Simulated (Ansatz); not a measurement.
Ansatz (an electronic-structure program) input (CCSD(T)/cc-pVTZ):

Ansatz 0.2 input:
```yaml
crystal:
  periodic: [false, false, false]
  atoms:
    - {symbol: O, position_ang: [-2.20585740, 1.50664434, -0.08220095]}
    - {symbol: B, position_ang: [-1.72396011, 0.22847106, -0.06715083]}
    - {symbol: O, position_ang: [-2.64119472, -0.79192799, -0.10023699]}
    - {symbol: C, position_ang: [-0.17546988, 0.01267929, -0.01081324]}
    - {symbol: C, position_ang: [0.68058869, 1.11153083, 0.13720403]}
    - {symbol: C, position_ang: [2.05778166, 0.94826869, 0.19571503]}
    - {symbol: C, position_ang: [2.61203279, -0.32379397, 0.10333616]}
    - {symbol: C, position_ang: [1.78341073, -1.42949045, -0.04790451]}
    - {symbol: C, position_ang: [0.40678938, -1.25659940, -0.10286189]}
    - {symbol: H, position_ang: [-3.16864841, 1.53559383, -0.10701614]}
    - {symbol: H, position_ang: [-2.26004664, -1.67277368, -0.05987728]}
    - {symbol: H, position_ang: [0.25193250, 2.10269061, 0.20709907]}
    - {symbol: H, position_ang: [2.70102574, 1.81128468, 0.31228842]}
    - {symbol: H, position_ang: [3.68598658, -0.45341526, 0.14775389]}
    - {symbol: H, position_ang: [2.20988679, -2.42157290, -0.12357725]}
    - {symbol: H, position_ang: [-0.21471897, -2.13746333, -0.22946657]}
basis:
  gaussian:
    orbitals: cc-pVTZ
magnetization: {spin_polarized: false}
correlation: {method: ccsd_t, electrons: outside_noble_gas}
```

Output:

```
Functional definition: HF
integrals: 4.84 GiB planned
2156 factors; integrals over basis functions are off by at most 1.1e-3 eV
2.10 GiB of device memory are held for the factors and their scratch space
mean field: 2.55 GiB planned
mean field evaluation 1: about -11040.0375 eV, gradient 5.4e1 eV
mean field evaluation 2: about -11040.5568 eV, gradient 5.4e1 eV
mean field evaluation 4: about -11046.9733 eV, gradient 5.3e0 eV
mean field evaluation 8: about -11047.0582 eV, gradient 2.9e-1 eV
mean field evaluation 16: about -11040.0373 eV, gradient 5.4e1 eV
mean field -11047.05847281 eV, -405.9719109107 hartree, gradient 2.5e-6 eV, S^2 0.000000; 0 other end points of the search recorded, 0 dependent functions left out; unrestricted orbitals would lower it
9 core orbitals not correlated
reference -11047.05847281 eV, -405.9719109107 hartree; 23, 23 occupied and 336, 336 virtual orbitals, 2156 factors
second order -41.26005270 eV of doubles, -0.00000000 eV of singles
coupled cluster: 32.21 GiB planned
cycle   1  -40.72429443 eV  change    5.4e-1 eV  update   1.4e-1
cycle   2  -41.73811310 eV  change    -1.0e0 eV  update   4.3e-2
cycle   3  -41.95427703 eV  change   -2.2e-1 eV  update   2.0e-2
cycle   4  -41.93538789 eV  change    1.9e-2 eV  update   5.3e-3
cycle   5  -41.93455064 eV  change    8.4e-4 eV  update   2.7e-3
cycle   6  -41.93671263 eV  change   -2.2e-3 eV  update   7.6e-4
cycle   7  -41.93638263 eV  change    3.3e-4 eV  update   3.5e-4
cycle   8  -41.93619369 eV  change    1.9e-4 eV  update   1.3e-4
cycle   9  -41.93624502 eV  change   -5.1e-5 eV  update   5.3e-5
cycle  10  -41.93627546 eV  change   -3.0e-5 eV  update   1.8e-5
perturbative correction -2.03514139 eV, -0.0747900665 hartree
Total energy: -11091.02988966 eV, -407.5878306748 hartree
```
